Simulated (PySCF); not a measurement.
F5HOW, multiplicity 1. Atoms are numbered in the order given.

```xyz
8

W      0.0000     0.0000     0.0140
F      0.0000     0.0000    -1.8440
F     -1.3152     1.3152    -0.0568
F      1.3152     1.3152    -0.0568
F     -1.3152    -1.3152    -0.0568
F      1.3152    -1.3152    -0.0568
O      0.0000     0.0000     1.8490
H      0.0000     0.0000     2.8118
```

The structure is a stationary point at B3LYP-D3(BJ)/def2-SVP. The multiplicity is an assumed one; other spin states were not compared. The isomer is the one that the SMILES or the coordinates give; other isomers of the formula were not compared. The def2 effective core potentials stand for the cores of W; spin–orbit coupling is left out. Other conformers were not sampled.

These are PBE/def2-TZVP run with PySCF values and carry that method's errors.

ESP charges are fitted to the potential on shells at 1.4 to 2.0 van der Waals radii. Atomic charges (e):

```json
[
 {"atom": "W1", "Mulliken": "1.50", "Löwdin": "0.75", "ESP fit": "1.40"},
 {"atom": "F2", "Mulliken": "-0.27", "Löwdin": "-0.15", "ESP fit": "-0.26"},
 {"atom": "F3", "Mulliken": "-0.28", "Löwdin": "-0.16", "ESP fit": "-0.25"},
 {"atom": "F4", "Mulliken": "-0.28", "Löwdin": "-0.16", "ESP fit": "-0.25"},
 {"atom": "F5", "Mulliken": "-0.28", "Löwdin": "-0.16", "ESP fit": "-0.25"},
 {"atom": "F6", "Mulliken": "-0.28", "Löwdin": "-0.16", "ESP fit": "-0.25"},
 {"atom": "O7", "Mulliken": "-0.47", "Löwdin": "-0.17", "ESP fit": "-0.62"},
 {"atom": "H8", "Mulliken": "0.35", "Löwdin": "0.19", "ESP fit": "0.50"}
]
```
